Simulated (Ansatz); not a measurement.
Consider the redistribution: `[SiH3][SiH2][SiH2][SiH2][SiH2][SiH3]` + `N[SiH2][GeH3]` → `[SiH3][SiH2][SiH2][SiH2][GeH3]` + `N[SiH2][SiH2][SiH3]`.

Gas-phase electronic energies from Ansatz, PBE0-D4/def2-TZVP geometries. CBS: MP2 limit from def2 TZ/QZ plus the TZ coupled-cluster correction, frozen cores. DFT in def2-TZVPP. For Ge outer-core shells are correlated without core-valence functions, which leaves a few kJ/mol of doubt a bond. Scalar relativity is left out up to krypton. Each species was taken in one conformer, which may not be the lowest.

```
             level  ΔE (kcal/mol)  difference from CCSD(T)/CBS
           PBE0-D4            0.7                          0.1
           ωB97X-V            0.5                         -0.1
               PBE           -0.3                         -0.9
            r2SCAN            0.1                         -0.5
SCS-MP2/def2-TZVPP            0.0                         -0.6
   CCSD/def2-TZVPP            0.0                         -0.6
     HF/def2-QZVPP           -1.2                         -1.8
      HF/CBS(def2)           -1.2                         -1.8
     MP2/CBS(def2)            0.7                          0.1
    CCSD/CBS(def2)            0.4                         -0.2
       CCSD(T)/CBS            0.6                            0
```

Largest T1 diagnostic among the species: 0.014.

The D4 term adds +1.7 kcal/mol with B3LYP and +1.1 kcal/mol with PBE0; it sums over pairs of atoms, weighted by their polarisabilities, and B3LYP, whose exchange is more repulsive, gets the larger term. In def2-TZVPP, CCSD(T) changes the Hartree–Fock value by +1.6 kcal/mol (the triples alone add +0.3 kcal/mol) and MP2 by +1.6 kcal/mol.

B3LYP here is the variant with VWN-RPA as its local correlation; programs differ in this.
